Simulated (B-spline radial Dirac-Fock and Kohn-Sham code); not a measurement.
## Bi³⁺ in Watson spheres of different radius

Calculated with a radial atomic solver, using ΔSCF Dirac-Fock with Breit, self-energy and vacuum polarisation, finite nucleus, configuration average. The ion, [Xe] 4f14 5d10 6s2, sits in a hollow sphere of charge Q = -3, a simple model of the Madelung potential. Inside the sphere an electron's potential energy is raised by the constant 14.40·|Q|/R eV, so binding energies fall by about that much as long as the orbitals stay inside.

| radius (Å) | 14.40 |Q|/R (eV) | 1s (eV) | 2s (eV) | 2p1/2 (eV) | 2p3/2 (eV) | 3s (eV) | 3p1/2 (eV) | 3p3/2 (eV) | 3d3/2 (eV) | 3d5/2 (eV) | 4s (eV) | 4p1/2 (eV) | 4p3/2 (eV) | 4d3/2 (eV) | 4d5/2 (eV) | 4f5/2 (eV) | 4f7/2 (eV) | 5s (eV) | 5p1/2 (eV) | 5p3/2 (eV) | 5d3/2 (eV) | 5d5/2 (eV) | 6s (eV) |
| --- | --- | --- | --- | --- | --- | --- | --- | --- | --- | --- | --- | --- | --- | --- | --- | --- | --- | --- | --- | --- | --- | --- | --- |
| 1.8 | 24.00 | 90536.5 | 16408.2 | 15726.0 | 13433.0 | 4021.3 | 3716.1 | 3197.5 | 2703.5 | 2595.4 | 960.2 | 827.1 | 698.4 | 482.2 | 458.2 | 175.4 | 170.1 | 181.9 | 134.0 | 109.4 | 39.80 | 36.80 | 18.73 |
| 2 | 21.60 | 90538.8 | 16410.5 | 15728.4 | 13435.3 | 4023.6 | 3718.5 | 3199.8 | 2705.8 | 2597.7 | 962.5 | 829.4 | 700.7 | 484.6 | 460.5 | 177.7 | 172.4 | 184.2 | 136.3 | 111.8 | 42.12 | 39.12 | 21.02 |

From the smallest to the largest radius 1s moves by +2.3 eV, while the constant potential alone would give +2.4 eV; the difference comes from charge outside the sphere and its screening.
